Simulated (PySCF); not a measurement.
ClGaH2O2, SMILES [OH][Ga]([OH])[Cl].

Geometry optimised at B3LYP-D3(BJ)/def2-SVP. The values are those of a single conformer.

Method: TDDFT-ωB97X/def2-SVPD (PySCF).

Vertical excitations. Isolated molecule, no solvent. State labels are in the subgroup Cs.

Computed excitation energies, oscillator strengths and character:
```json
[
 {"state": "S1", "symmetry": "A\"", "energy (eV)": "6.69", "λ (nm)": "185", "f": "0.000", "main pairs": "HOMO−2→LUMO 68 %, HOMO−1→LUMO 21 %"},
 {"state": "S2", "symmetry": "A\"", "energy (eV)": "6.88", "λ (nm)": "180", "f": "0.001", "main pairs": "HOMO−1→LUMO 65 %, HOMO−2→LUMO 20 %"},
 {"state": "S3", "symmetry": "A'", "energy (eV)": "6.96", "λ (nm)": "178", "f": "0.057", "main pairs": "HOMO→LUMO 85 %"},
 {"state": "S4", "symmetry": "A'", "energy (eV)": "7.68", "λ (nm)": "162", "f": "0.040", "main pairs": "HOMO−3→LUMO 46 %, HOMO−2→LUMO+1 23 %, HOMO−5→LUMO 21 %"},
 {"state": "S5", "symmetry": "A\"", "energy (eV)": "7.73", "λ (nm)": "160", "f": "0.145", "main pairs": "HOMO−4→LUMO 82 %"},
 {"state": "S6", "symmetry": "A'", "energy (eV)": "7.80", "λ (nm)": "159", "f": "0.040", "main pairs": "HOMO−5→LUMO 39 %, HOMO−1→LUMO+1 29 %, HOMO−3→LUMO 20 %"},
 {"state": "S7", "symmetry": "A\"", "energy (eV)": "7.88", "λ (nm)": "157", "f": "0.000", "main pairs": "HOMO→LUMO+1 96 %"},
 {"state": "S8", "symmetry": "A'", "energy (eV)": "8.51", "λ (nm)": "146", "f": "0.189", "main pairs": "HOMO−1→LUMO+1 54 %, HOMO−5→LUMO 11 %, HOMO−6→LUMO 9 %, HOMO−3→LUMO 8 %"},
 {"state": "S9", "symmetry": "A'", "energy (eV)": "8.58", "λ (nm)": "144", "f": "0.224", "main pairs": "HOMO−2→LUMO+1 61 %, HOMO−5→LUMO 11 %, HOMO−3→LUMO 10 %"},
 {"state": "S10", "symmetry": "A\"", "energy (eV)": "8.64", "λ (nm)": "143", "f": "0.000", "main pairs": "HOMO−3→LUMO+1 94 %"},
 {"state": "T1", "symmetry": "A\"", "energy (eV)": "6.35", "λ (nm)": "195", "f": "0", "main pairs": "HOMO−2→LUMO 65 %, HOMO−1→LUMO 20 %"},
 {"state": "T2", "symmetry": "A'", "energy (eV)": "6.45", "λ (nm)": "192", "f": "0", "main pairs": "HOMO→LUMO 80 %"},
 {"state": "T3", "symmetry": "A\"", "energy (eV)": "6.55", "λ (nm)": "189", "f": "0", "main pairs": "HOMO−1→LUMO 61 %, HOMO−2→LUMO 20 %"},
 {"state": "T4", "symmetry": "A'", "energy (eV)": "7.13", "λ (nm)": "174", "f": "0", "main pairs": "HOMO−3→LUMO 79 %"}
]
```
Triplets are in the Tamm–Dancoff approximation, which puts them higher than full response would, so one can lie above its singlet here.
